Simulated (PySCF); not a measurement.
## Electron correlation in Rh³⁺ (rhodium, charge +3)

[Kr] 4d6, high-spin 5D determinant. All numbers are calculated (PySCF 2.14, scalar relativity by spin-free X2C-1e, in ANO-RCC-VTZP (7s6p4d2f1g, 68 functions)). Frozen: [Kr]; 6 electrons correlated.

```csv
level,correlation energy (mhartree)
CCSD,-112.05
(T),-1.70
CCSD(T),-113.75
```

Diagnostics: T1 = 0.00071, D1 = 0.0012, largest double amplitude 0.026.

**Question.** Is a single reference adequate?

**Answer.** Yes, within this model without spin-orbit coupling: T1 lies below 0.03 and no double amplitude reaches 0.07.
